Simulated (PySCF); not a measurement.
First SCF of a structure search on singlet Cs2Cl2, at a hand-made linear X-M-M-X geometry. PySCF input:

```python
from pyscf import gto, scf, dft
mol = gto.M(atom='''
Cs     0.000000     0.000000     2.320000
Cs     0.000000     0.000000    -2.320000
Cl     0.000000     0.000000     5.630000
Cl     0.000000     0.000000    -5.630000''',
    basis={'Cs': 'def2-TZVP', 'Cl': 'def2-TZVP'},
    ecp={'Cs': 'def2-TZVP'},
    charge=0, spin=0)
mf = dft.RKS(mol, xc='PBE0')
mf.grids.atom_grid = (50, 194)
aux = {'Cs': 'def2-universal-JKFIT', 'Cl': 'def2-universal-JKFIT'}
mf = mf.density_fit(auxbasis=aux)
mf.conv_tol = 1e-08
mf.diis_space = 10
mf.max_cycle = 60
mf.init_guess = 'minao'
mf.verbose = 4
mf.kernel()
```

Excerpt of the output (cycles and frontier levels):

```
init E= -953.616342817018
  HOMO = -0.502997737359787  LUMO = -0.293626271651807  gap/eV = 5.69729
cycle= 1 E= -960.43998508623  delta_E= -6.82  |g|= 0.575  |ddm|= 2.64
  HOMO = -0.112048239210362  LUMO = -0.0928857122601653  gap/eV = 0.52144
cycle= 2 E= -960.256169346092  delta_E= 0.184  |g|= 0.952  |ddm|= 2.35
  HOMO = -0.228979422077084  LUMO = -0.0869160681568957  gap/eV = 3.86574
cycle= 3 E= -960.560399680219  delta_E= -0.304  |g|= 0.102  |ddm|= 1.59
  HOMO = -0.218310942789993  LUMO = -0.102185648940722  gap/eV = 3.15993
cycle= 4 E= -960.564444750376  delta_E= -0.00405  |g|= 0.034  |ddm|= 0.27
  HOMO = -0.21880020461873  LUMO = -0.100684229276567  gap/eV = 3.21410
cycle= 5 E= -960.564741887614  delta_E= -0.000297  |g|= 0.00694  |ddm|= 0.0414
  HOMO = -0.219232378733298  LUMO = -0.09985795732279  gap/eV = 3.24834
cycle= 6 E= -960.564755744017  delta_E= -1.39e-05  |g|= 0.00174  |ddm|= 0.0125
  HOMO = -0.219397076674506  LUMO = -0.0998644680458014  gap/eV = 3.25265
cycle= 7 E= -960.564756735851  delta_E= -9.92e-07  |g|= 0.000431  |ddm|= 0.00299
  HOMO = -0.21942253088795  LUMO = -0.0998273387319912  gap/eV = 3.25435
cycle= 8 E= -960.564756810128  delta_E= -7.43e-08  |g|= 4.15e-05  |ddm|= 0.000746
  HOMO = -0.219414642281591  LUMO = -0.0998285445915172  gap/eV = 3.25410
cycle= 9 E= -960.564756811248  delta_E= -1.12e-09  |g|= 4.51e-06  |ddm|= 9.77e-05
  HOMO = -0.219413239581651  LUMO = -0.0998284748909732  gap/eV = 3.25407
Extra cycle  E= -960.564756811271  delta_E= -2.32e-11  |g|= 3.22e-06  |ddm|= 2.25e-05
converged SCF energy = -960.564756811271
```

No lower solution of this spin was found by a stability analysis within the restricted form, which does not test spin polarisation.

The search for the lowest solution, with the stability check, took about 14 core-seconds on a shared host.
